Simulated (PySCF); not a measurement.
PySCF input for C₅H₅Cl, SMILES C=C(Cl)C#CC, PBE0/pcSseg-1. Coordinates come from a PBE-D3(BJ)/def2-SVP optimisation. This is a generated structure with no PubChem entry under its InChIKey; it may be hypothetical.

```python
import numpy as np
from pyscf import gto, scf, dft
from pyscf.prop.nmr import rks as nmr

mol = gto.M(
    atom='''
    C     1.69698601   -1.35654288   -0.00000000
    C     0.48340321   -0.75840850    0.00000000
    Cl   -0.97996447   -1.74994705   -0.00000000
    C     0.24600813    0.64155182   -0.00000000
    C     0.02007370    1.84864920    0.00000000
    C    -0.24373625    3.27765156   -0.00000000
    H     1.78875146   -2.45121535    0.00000001
    H     2.60625540   -0.73906099   -0.00000000
    H     0.19129301    3.76935399   -0.89572357
    H     0.19129301    3.76935400    0.89572357
    H    -1.33460574    3.48326103   -0.00000000
    ''',
    basis='pcSseg-1',
    charge=0,
    spin=0,
    max_memory=1600,
    verbose=3,
)
mf = dft.RKS(mol, xc='pbe0')
mf.grids.level = 3
mf.conv_tol = 1e-10
mf.max_cycle = 100
mf.kernel()
n = nmr.NMR(mf)
n.verbose = 2
n.max_cycle_cphf = 60
sigma = n.kernel()
print('atom   isotropic/ppm   span/ppm')
for i, s in enumerate(sigma):
    w = np.linalg.eigvalsh((s + s.T) / 2)
    print(f'{mol.atom_symbol(i):2s}{i + 1:3d} {w.mean():14.3f} {w[2] - w[0]:11.3f}')
```

Output:

```
converged SCF energy = -653.220413316197
atom   isotropic/ppm   span/ppm
C   1         52.294     206.384
C   2         46.833     172.938
Cl  3        630.769     588.946
C   4        102.011     275.157
C   5         83.343     188.200
C   6        176.909      23.527
H   7         25.272       8.788
H   8         25.284       8.593
H   9         28.899      11.538
H  10         28.899      11.538
H  11         28.867      11.315
```

Self-consistency was reached.
